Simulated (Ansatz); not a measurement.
Ge3Te7, relaxed as a singlet with RKS PBE-D4/def2-SVP in Ansatz, starting from the GFN1-xTB geometry. Force threshold 0.03 eV/Å.

In the def2 sets Te takes a core potential; there is no spin–orbit coupling. The structure comes from a short search, and lower isomers may exist.

Start:

```xyz
10

Ge    1.9896   -0.8069    2.0235
Ge    1.3308    0.2461   -1.6439
Ge   -0.2624   -0.9649   -0.3887
Te    0.2084    1.0253    1.2524
Te   -2.7021   -1.1071   -0.9052
Te    1.1151    1.5235   -3.6422
Te    3.1924    0.3695    0.0159
Te   -3.3222    1.3909   -0.0567
Te    0.7085   -2.8397    0.9584
Te   -2.2581    1.1633    2.3866
```

Problem. Estimate the energy that the relaxation releases and the steps that it takes.

Solution. 0.73 eV, in 17 steps; 2.1 min on 4 threads of Arm Neoverse V2 on a shared host. The force fell under the threshold at step 8, but the optimiser went on and released 0.008 eV more. No frequencies were taken in this run, so the end may be a saddle point.

Problem. Does the start keep its bonding?

Solution. By distances, no bond broke or formed. The bond that changes most is Ge1–Te4, from 2.67 to 2.87 Å (atoms count from 1).

Problem. Predict the relaxed structure.

Solution. 
Cartesian coordinates in Å:
```
Ge 2.046 -0.896 2.039
Ge 1.492 0.273 -1.817
Ge -0.291 -0.708 -0.386
Te 0.120 1.174 1.570
Te -2.832 -0.904 -1.007
Te 1.535 0.868 -4.131
Te 3.196 0.723 0.058
Te -3.482 1.462 0.255
Te 0.673 -2.823 0.696
Te -2.456 0.829 2.723
```
Bond lengths: 8 × Ge–Te 2.39 to 2.87 Å; 3 × Te–Te 2.75 to 2.84 Å; 1 × Ge–Ge 2.49 Å.
